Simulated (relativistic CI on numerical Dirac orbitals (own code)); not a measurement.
## Crystal-field levels of Ho²⁺, 4f11

Calculated by Dirac-Coulomb-Breit CI, KLI orbitals optimised for each configuration, QED by a radiative potential, valence Slater integrals scaled by 0.8, one configuration in a parametric crystal field (own radial code).

Field parameters in Wybourne normalisation; cubic f-shell fields have B⁴₄ = √(5/14) B⁴₀ and B⁶₄ = −√(7/2) B⁶₀. The field is a parameter set, without covalency.

S and J are read from ⟨S²⟩ = S(S + 1) and ⟨J²⟩ = J(J + 1) of each level; they are not fictitious spins.

D4h, B20 = 960, B40 = 1430, B44 = 0, B60 = -320, B64 = -20 cm⁻¹, the lowest 10 levels:

```tsv
E (cm⁻¹)	Degeneracy	Irrep	S	J
0.0	2	Γ6	1.48	7.50
2.2	2	Γ6	1.48	7.50
63.7	2	Γ7	1.48	7.50
85.9	2	Γ7	1.48	7.50
141	2	Γ7	1.48	7.50
192	2	Γ6	1.48	7.50
244	2	Γ7	1.48	7.50
373	2	Γ6	1.48	7.50
5446	2	Γ6	1.49	6.50
5469	2	Γ7	1.49	6.50
```

Principal g values of the ground doublet: 0.03, 0.03, 10.80.

C2v, B20 = -150, B22 = -20, B40 = -290, B42 = -20, B44 = 120, B60 = 310, B62 = -210, B64 = 310, B66 = -230 cm⁻¹, the lowest 16 levels:

```csv
E (cm⁻¹),Degeneracy,S,J
0.0,2,1.48,7.50
27.0,2,1.48,7.50
39.8,2,1.48,7.50
62.6,2,1.48,7.50
151,2,1.48,7.50
165,2,1.48,7.50
205,2,1.48,7.50
253,2,1.48,7.50
5468,2,1.49,6.50
5472,2,1.49,6.50
5489,2,1.49,6.50
5519,2,1.49,6.50
5530,2,1.49,6.50
5551,2,1.49,6.50
5569,2,1.49,6.50
8527,2,1.38,5.50
```

Principal g values of the ground doublet: 1.32, 6.92, 7.35.

Oh, B40 = 320, B60 = 210 cm⁻¹, the lowest 10 levels:

```json
{"E (cm⁻¹)": "0.0", "Degeneracy": "2", "Irrep": "Γ7", "S": "1.48", "J": "7.50"}
{"E (cm⁻¹)": "55.5", "Degeneracy": "4", "Irrep": "Γ8", "S": "1.48", "J": "7.50"}
{"E (cm⁻¹)": "115", "Degeneracy": "4", "Irrep": "Γ8", "S": "1.48", "J": "7.50"}
{"E (cm⁻¹)": "133", "Degeneracy": "2", "Irrep": "Γ6", "S": "1.48", "J": "7.50"}
{"E (cm⁻¹)": "226", "Degeneracy": "4", "Irrep": "Γ8", "S": "1.48", "J": "7.50"}
{"E (cm⁻¹)": "5474", "Degeneracy": "2", "Irrep": "Γ7", "S": "1.49", "J": "6.50"}
{"E (cm⁻¹)": "5497", "Degeneracy": "4", "Irrep": "Γ8", "S": "1.49", "J": "6.50"}
{"E (cm⁻¹)": "5500", "Degeneracy": "2", "Irrep": "Γ6", "S": "1.49", "J": "6.50"}
{"E (cm⁻¹)": "5538", "Degeneracy": "4", "Irrep": "Γ8", "S": "1.49", "J": "6.50"}
{"E (cm⁻¹)": "5573", "Degeneracy": "2", "Irrep": "Γ7", "S": "1.49", "J": "6.50"}
```

Principal g values of the ground doublet: 6.80, 6.80, 6.80.

D3d, B20 = 440, B40 = 0, B43 = 250, B60 = -330, B63 = 420, B66 = 260 cm⁻¹, the lowest 10 levels:

| E (cm⁻¹) | Degeneracy | Irrep | S | J |
| --- | --- | --- | --- | --- |
| 0.0 | 2 | Γ4 | 1.48 | 7.50 |
| 24.8 | 2 | Γ5+Γ6 | 1.48 | 7.50 |
| 136 | 2 | Γ4 | 1.48 | 7.50 |
| 157 | 2 | Γ5+Γ6 | 1.48 | 7.50 |
| 170 | 2 | Γ4 | 1.48 | 7.50 |
| 234 | 2 | Γ4 | 1.48 | 7.50 |
| 274 | 2 | Γ5+Γ6 | 1.48 | 7.50 |
| 302 | 2 | Γ4 | 1.48 | 7.50 |
| 5490 | 2 | Γ4 | 1.49 | 6.50 |
| 5528 | 2 | Γ5+Γ6 | 1.49 | 6.50 |

Principal g values of the ground doublet: 3.64, 8.35, 8.35.

Oh, B40 = 1290, B60 = 470 cm⁻¹, the lowest 10 levels:

```
E (cm⁻¹)  Degeneracy  Irrep     S     J
     0.0           2     Γ7  1.48  7.50
     112           4     Γ8  1.48  7.50
     220           4     Γ8  1.48  7.50
     358           2     Γ6  1.48  7.50
     532           4     Γ8  1.48  7.50
    5564           2     Γ7  1.49  6.50
    5588           2     Γ6  1.49  6.50
    5595           4     Γ8  1.49  6.50
    5739           4     Γ8  1.49  6.50
    5810           2     Γ7  1.49  6.50
```

Principal g values of the ground doublet: 6.82, 6.82, 6.82.

The next free-ion level lies 5401 cm⁻¹ above the lowest; the field splits the ground level into components whose J stays near 15/2 as long as their spread is small against that gap.

Levels of this model without a field, named by their leading LS term (the scale mimics covalency, so terms lie below those of the real free ion): 4I°_15/2 0, 4I°_13/2 5401, 4I°_11/2 8440, 4I°_9/2 10397, 4F°_9/2 13822, 2H°_11/2 16634, 4S°_3/2 17157, 4F°_7/2 18750 cm⁻¹.
